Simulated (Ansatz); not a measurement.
Stepwise reaction of `O[SiH2][SiH](O)O` with hydrogen chloride, as a gas-phase model of exchange steps in deposition or etching. ΔE in kJ/mol.

Program: Ansatz. Geometries: PBE0-D4/def2-TZVP. ΔE: electronic, gas phase. CCSD(T)/CBS adds triple-zeta CCSD(T) − MP2 to the extrapolated MP2 energy (def2 sets, frozen cores). This one scheme is used for every species. DFT in def2-TZVPP. B3LYP here is the variant with VWN-RPA as its local correlation; programs differ in this. One conformer a species, not always the lowest.

```json
{"step": "1", "reaction": "`O[SiH2][SiH](O)O` + HCl → `O[SiH](O)[SiH2]Cl` + H₂O", "PBE-D4": "-19.0", "B3LYP-D4": "-13.4", "ωB97M-V": "-14.1", "CCSD(T)/CBS": "-16.9"}
{"step": "2", "reaction": "`O[SiH](O)[SiH2]Cl` + HCl → `O[SiH](Cl)[SiH2]Cl` + H₂O", "PBE-D4": "-6.9", "B3LYP-D4": "0.4", "ωB97M-V": "-0.3", "CCSD(T)/CBS": "-2.7"}
```

Q: Give the row of step 3, `O[SiH](Cl)[SiH2]Cl` + HCl → `Cl[SiH2][SiH](Cl)Cl` + H₂O. (An estimate is asked.)

A: Ansatz gave: 
| step | reaction | PBE-D4 | B3LYP-D4 | ωB97M-V | CCSD(T)/CBS |
| --- | --- | --- | --- | --- | --- |
| 3 | `O[SiH](Cl)[SiH2]Cl` + HCl → `Cl[SiH2][SiH](Cl)Cl` + H₂O | -2.4 | 3.9 | 3.2 | 0.0 |

Q: By hand: ΔE of the 3 steps together at CCSD(T)/CBS.

A: (-16.9) + (-2.7) + (0.0) = -19.6 kJ/mol, or -6.5 kJ/mol a step.

In ΔE each step is higher than the one before. PBE-D4 differs from CCSD(T)/CBS by -4.2 to -2.1 kJ/mol a step. Only this route is followed, and other bonds may react first. Isolated molecules leave out the surface, adducts and barriers. Largest T1 diagnostic: 0.012.
